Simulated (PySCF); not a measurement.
An unknown is described by computed data only.

Formula: C7H8NP.

- Triplet: lowest triplet excitation (Tamm–Dancoff): 4.25 eV [TDA wB97X-D/def2-SVPD]
- 13C NMR: chemical shifts (computed TMS as zero) by class: 163.8 (1 C), 154.8 (2 C), 133.0 (2 C), 11.3 (2 C) ppm [GIAO PBE0/pcSseg-1]
- Polarisability: 107.6 au [wB97X-D/def2-SVPD]
- UV, strongest line: among the 8 lowest singlet transitions: S8 at 6.89 eV (180 nm, f = 0.172) [TDDFT wB97X-D/def2-SVPD]
- Rotational structure: rotational constants A, B, C: 3.506, 0.931, 0.837 GHz [GFN2-xTB]
- 1H NMR: chemical shifts (computed TMS as zero) by class: 8.78 (2 H), 7.56 (2 H), 1.14 (4 H) ppm [GIAO PBE0/pcSseg-1]
- NMR, other nuclei: isotropic shieldings of nuclei other than C and H, by class: -91 (1 N), 563 (1 P) ppm [GIAO PBE0/pcSseg-1]
- Dipole: 2.18 D [wB97X-D/def2-SVPD]

Electronic properties: PySCF, gas phase, density fitting. Levels stand in brackets. Isolated species at its GFN2-xTB geometry (one conformer only). NMR values are class means; diastereotopic atoms form classes of their own.

**Question.** Propose a structure and show how it fits.

**Answer.** Numbering: `[cH:1]1[cH:2][c:3]([P:4]2[CH2:5][CH2:6]2)[cH:7][cH:8][n:9]1`. 7 carbons fall into 4 classes; from least to most shielded: substituted aromatic carbon [C3] (163.8 ppm), aromatic CH next to a ring nitrogen [C1/C8] (154.8 ppm, 2 C), aromatic CH carbon [C2/C7] (133.0 ppm, 2 C), ring sp3 carbon bound to phosphorus [C5/C6] (11.3 ppm, 2 C). Hydrogen classes from least to most shielded: 2 H on 2 like atoms (aromatic CH next to a ring nitrogen), C1/C8 (8.78 ppm), 2 H on 2 aromatic CH carbons, C2/C7 (7.56 ppm), 4 H on 2 like atoms (sp3 carbon bound to phosphorus), C5/C6 (1.14 ppm). The other shieldings belong to: -91 ppm, pyridine-type nitrogen [N9]; 563 ppm, phosphine phosphorus [P4]. The optimised geometry has point group Cs and is an asymmetric top. Structure: `c1cc(P2CC2)ccn1`. Computed isomers that give other values at the same levels: `C#CP(C)n1cccc1` (13C chemical shifts (computed TMS as zero) by class: 127.6 (2 C), 117.6 (2 C), 105.4 (1 C), 88.9 (1 C), 25.6 (1 C) ppm); `c1cpc(C2CC2)cn1` (13C chemical shifts (computed TMS as zero) by class: 183.5 (1 C), 155.9 (1 C), 155.1 (1 C), 154.3 (1 C), 24.1 (2 C), 22.9 (1 C) ppm); `C=CPc1cccnc1` (13C chemical shifts (computed TMS as zero) by class: 157.9 (1 C), 154.4 (1 C), 146.8 (1 C), 144.7 (1 C), 139.8 (1 C), 128.9 (1 C), 127.9 (1 C) ppm). The assignments are read from this structure; whether some other isomer fits the data as well wasn't checked.

The values belong to the conformer `[cH:1]1[cH:2][c:3]([P:4]2[CH2:5][CH2:6]2)[cH:7][cH:8][n:9]1`: C2–C3–P4–C5 116°.
